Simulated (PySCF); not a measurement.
A PySCF script (with the pyscf-properties extension) for the NMR shieldings of SMILES [SiH3]C1=CCP(C2CC2)C1, C7H13PSi, on a GFN2-xTB geometry:

```python
import basis_set_exchange as bse
import numpy as np
from pyscf import gto, dft
from pyscf.prop import nmr

atoms = """
Si   -2.974254    0.451974   -1.418578
C    -1.658621   -0.206893   -0.253270
C    -1.192529   -1.449998   -0.223694
C    -0.150182   -1.776041    0.800276
P     0.466719   -0.134189    1.445088
C     1.567305    0.255387    0.021455
C     2.532253    1.397918    0.158644
C     3.038386   -0.006240    0.172652
C    -1.060324    0.710340    0.778066
H    -3.470611   -0.641883   -2.252491
H    -4.065679    1.030992   -0.630789
H    -2.380412    1.499934   -2.255591
H    -1.540655   -2.231405   -0.882800
H     0.675853   -2.365824    0.394552
H    -0.590057   -2.349428    1.623940
H     1.125242    0.088946   -0.957280
H     2.540854    1.948027    1.088682
H     2.727458    2.009354   -0.710322
H     3.587588   -0.367747   -0.684410
H     3.387123   -0.406737    1.113807
H    -1.773763    0.871132    1.592983
H    -0.802103    1.691767    0.373426
"""
names = dict.fromkeys(["Si", "C", "P", "H"], "pcSseg-1")
basis = {el: gto.basis.parse(bse.get_basis(n, elements=[el], fmt="nwchem")) for el, n in names.items()}
mol = gto.M(atom=atoms, basis=basis, charge=0, verbose=0)
mf = dft.RKS(mol, xc="PBE0")
mf.grids.level = 2
mf.grids.alignment = dft.numint.BLKSIZE   # the property module wants whole blocks of grid points
mf.conv_tol = 1e-9
mf.kernel()

calc = nmr.RKS(mf)   # GIAO
C = mf.mo_coeff
Co = C[:, mf.mo_occ > 0]
resp = mf.gen_response(singlet=True, hermi=2)
def vind(x):   # induced exchange potential for any number of trial vectors
    d = np.einsum("pi,xij,qj->xpq", C, 2 * x.reshape(-1, C.shape[1], Co.shape[1]), Co, optimize=True)
    return np.einsum("xpq,pi,qj->xij", resp(d - d.transpose(0, 2, 1)), C, Co, optimize=True).ravel()
mo1, _ = nmr.rhf.solve_mo1(calc, with_cphf=vind)
sigma = calc.kernel(mo1)
for i, s in enumerate(sigma):   # ppm
    print("%2d %-2s %9.2f" % (i, mol.atom_pure_symbol(i), np.trace(s) / 3))
```

Q: What does it print?

A: 
```
 0 Si    426.90
 1 C      45.40
 2 C      34.74
 3 C     145.18
 4 P     325.84
 5 C     174.47
 6 C     181.44
 7 C     181.54
 8 C     144.01
 9 H      27.37
10 H      27.52
11 H      27.49
12 H      25.15
13 H      29.05
14 H      28.92
15 H      30.95
16 H      31.38
17 H      31.10
18 H      31.11
19 H      31.42
20 H      28.99
21 H      29.10
```

These numbers come from an equivalent density-fitted implementation of the same equations, which agrees with the script to about 0.01 ppm for H and up to a few tenths of a ppm for heavy atoms, so last digits may differ.

Size and cost of the density-fitted run: 232 basis functions, roughly 2.4 core-minutes.
